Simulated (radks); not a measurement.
Ionisation of the niobium ion Nb+, [Kr] 4d4, to [Kr] 4d3 as the strength of local exchange is varied. Calculated with a radial shooting solver on a logarithmic mesh with Libxc functionals: scalar-relativistic Kohn-Sham, Slater X-alpha exchange (alpha = 2/3 is LDA exchange), no correlation, spin-polarised, spherical densities, finite nucleus; open shells are filled with parallel spins first (spin-orbit coupling, left out, can overturn this in heavy ions); Fermi nuclear charge, rms radius 4.324 fm.

alpha  E(Nb+) (hartree)  exchange (hartree)  IE (eV)  -e of the level emptied (eV)  <r> of it (bohr)
0.55        -3792.25932           -90.89595   12.604                    8.200 (4d)             2.187
0.667       -3811.67409          -110.79416   14.121                    9.484 (4d)             2.081
0.668       -3811.84045          -110.96508   14.134                    9.495 (4d)             2.080
0.728       -3821.83549          -121.24641   14.960                   10.204 (4d)             2.031
0.734       -3822.83643          -122.27738   15.044                   10.277 (4d)             2.026
0.859       -3843.74818          -143.87307   16.872                   11.874 (4d)             1.933
0.865       -3844.75478          -144.91528   16.963                   11.955 (4d)             1.929
?           -3854.66675          -155.19095   17.877                   12.764 (4d)             1.888

Which alpha was used in the last row?

Answer. alpha = 0.924. NIST Atomic Spectra Database: 14.320 eV (semi-empirical). The Delta-SCF value meets it near alpha = 0.68. Open shells are spherical and high-spin; term and fine-structure splittings are not resolved.
